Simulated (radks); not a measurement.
The numbers below are computed, except where a source is named.
The platinum ion Pt12+, configuration [Kr] 4d10 4f14 5s2 5p4.

Code: a radial shooting solver on a logarithmic mesh with Libxc functionals. Model: scalar-relativistic Kohn-Sham, LB94 model potential, spin-polarised, spherical densities, finite nucleus; open shells are filled with parallel spins first (spin-orbit coupling, left out, can overturn this in heavy ions); Fermi nuclear charge, rms radius 5.427 fm.

Energy parts (eV):
kinetic: 558581.11
electron-nucleus: -1228387.59
Hartree: 179449.30
(The LB94 potential has no energy functional, so no total or exchange-correlation energy is given.)

Orbitals (lengths in bohr, moments of r in powers of bohr; r(max) is where P^2 peaks; r(90%) holds 90 % of the orbital's charge):
orbital,occ.,eigenvalue (eV),<r^4>,r(max),r(90%)
1s up,1,-78896.69,4.494e-07,0.01061,0.0313
1s down,1,-78896.67,4.494e-07,0.01061,0.0313
2s up,1,-14075.23,0.00006608,0.06117,0.112
2s down,1,-14075.04,0.00006608,0.06117,0.112
2p up,3,-12240.04,0.00005317,0.05053,0.106
2p down,3,-12239.75,0.00005317,0.05053,0.106
3s up,1,-3492.481,0.002392,0.1725,0.274
3s down,1,-3492.258,0.002392,0.1725,0.274
3p up,3,-2957.490,0.002610,0.1716,0.280
3p down,3,-2957.270,0.002610,0.1716,0.280
3d up,5,-2375.690,0.002003,0.1396,0.263
3d down,5,-2375.509,0.002003,0.1396,0.263
4s up,1,-931.2065,0.05445,0.3896,0.595
4s down,1,-930.9116,0.05457,0.3897,0.595
4p up,3,-756.1982,0.07233,0.4099,0.640
4p down,3,-756.0188,0.07253,0.4100,0.640
4d up,5,-542.9069,0.09926,0.4179,0.695
4d down,5,-542.8737,0.09953,0.4181,0.696
5s up,1,-324.4549,1.122,0.8460,1.27
5s down,1,-324.3263,1.106,0.8439,1.26
4f down,7,-305.0735,0.1747,0.3827,0.800
4f up,7,-305.0277,0.1752,0.3825,0.800
5p up,3,-272.4243,1.691,0.9321,1.40
5p down,1,-271.8469,1.667,0.9285,1.40
5d up,0,-207.6954,3.120,1.073,1.64
5d down,0,-206.6179,3.090,1.068,1.64
6s up,0,-167.5132,12.09,1.646,2.28
6s down,0,-166.4753,12.18,1.646,2.28

The highest occupied level is 5p down at -271.85 eV. The spin density at the nucleus is -12.48 e/bohr^3 (1s -3.96, 2s 4.32, 3s 2.80, 4s 5.25, 5s -20.89). The density falls to 0.001 e/bohr^3 at r = 2.12 bohr. The electron density at the nucleus is 2.118e+06 e/bohr^3 (large components only).
